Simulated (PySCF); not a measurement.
bromine atom (Br), doublet. Base run: B3LYP/cc-pVDZ (PySCF).

PySCF was given this input:
```python
from pyscf import gto, scf, dft

mol = gto.M(
    atom='''
Br    0.000000    0.000000    0.000000
''',
    basis='cc-pvdz',
    charge=0,
    spin=1,
    verbose=5,
)

mf = dft.UKS(mol)
mf.xc = 'b3lyp'
mf.kernel()
```

Each row names what was changed in the base input (with any setting that the change needs).

| change | E (Eh) | HOMO (eV) | <S^2> |
|---|---|---|---|
| base | -2574.11283 | -8.28 | 0.751 |
| functional = lc_wpbe | -2573.73036 | -11.46 | 0.752 |
| functional = tpssh | -2573.99711 | -7.90 | 0.752 |
| functional = b97m_v | -2573.61714 | -7.64 | 0.752 |
| functional = b3lyp5 | -2573.97336 | -8.19 | 0.751 |
| functional = tpss | -2573.98980 | -7.37 | 0.752 |
| functional = r2scan | -2574.06548 | -7.60 | 0.752 |
| functional = hf | -2572.36837 | -11.66 | 0.756 |
| functional = wb97x | -2574.11250 | -11.03 | 0.752 |
| functional = hse06 | -2573.76630 | -8.17 | 0.752 |
| functional = revpbe | -2573.86238 | -7.17 | 0.751 |
| functional = m06l | -2573.98490 | -7.56 | 0.753 |
| functional = wb97m_v | -2573.94058 | -10.84 | 0.751 |

Totals shift with the method and basis; they matter in differences.

Open shells are given as the SCF converged; they aren't shown to be the lowest states, and a large step between rows can be another state.
